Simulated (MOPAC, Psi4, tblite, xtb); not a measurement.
Two rigid molecules brought together: N2 ··· H3N (SMILES N#N and N), singlet. Monomers: optimised at B3LYP-D3(BJ) (def2-TZVP), held rigid. Orientation: lowest of the rigid-body minima from ten starts at GFN2-xTB (searched outside a hard wall at short contacts). R is the distance of the centres of mass, along which the second monomer moves. The shortest distances reach bonding range, where SAPT0 and rigid monomers are unreliable.

Geometry at R = 2.72 Å (first 2 atoms: monomer A):
```
6

N      0.5455     0.0000     0.0000
N     -0.5455     0.0000     0.0000
N     -1.4286    -0.3084     2.2193
H     -1.9913    -1.1509     2.1884
H     -2.0598     0.4709     2.3666
H     -0.8330    -0.3732     3.0368
```

Methods: PM6, restricted, heats of formation (MOPAC); PBE/def2-TZVP, counterpoise-corrected (Psi4); MP2/aug-cc-pVDZ = DF-MP2/aug-cc-pVDZ, frozen core, counterpoise-corrected (Psi4 1.11); GFN1-xTB (xtb); GFN2-xTB (tblite).

Interaction energies in kJ/mol (negative: bound); R is the distance of the centres of mass, d the N2···N3 distance.

| R / Å | d / Å | PM6 | PBE/def2-TZVP | MP2/aug-cc-pVDZ | GFN1-xTB | GFN2-xTB |
|---|---|---|---|---|---|---|
| 2.09 | 1.79 | 70.93 | 202.47 | 252.98 | 114.43 | 71.28 |
| 2.34 | 2.04 | 36.64 | 97.04 | 122.44 | 36.50 | 9.82 |
| 2.54 | 2.23 | 20.60 | 50.98 | 65.00 | 12.02 | -3.92 |
| 2.72 | 2.41 | 11.02 | 27.20 | 35.17 | 3.30 | -6.06 |
| 2.96 | 2.64 | 3.37 | 10.52 | 14.17 | -0.45 | -4.84 |
| 3.13 | 2.81 | 0.49 | 4.63 | 6.70 | -1.11 | -3.79 |
| 3.39 | 3.07 | -1.41 | 0.43 | 1.28 | -1.23 | -2.73 |
| 3.75 | 3.43 | -1.65 | -1.14 | -0.92 | -0.99 | -1.85 |
| 4.20 | 3.87 | -1.02 | -1.08 | -1.09 | -0.69 | -1.17 |
| 4.93 | 4.60 | -0.39 | -0.47 | -0.58 | -0.34 | -0.52 |
| 5.92 | 5.58 | -0.15 | -0.10 | -0.21 | -0.12 | -0.17 |
| 7.25 | 6.91 | -0.06 | -0.03 | -0.06 | -0.03 | -0.04 |

Lowest grid point: PM6 -1.65 kJ/mol at R = 3.75 Å; PBE/def2-TZVP -1.14 kJ/mol at R = 3.75 Å; MP2/aug-cc-pVDZ -1.09 kJ/mol at R = 4.20 Å; GFN1-xTB -1.23 kJ/mol at R = 3.39 Å; GFN2-xTB -6.06 kJ/mol at R = 2.72 Å.
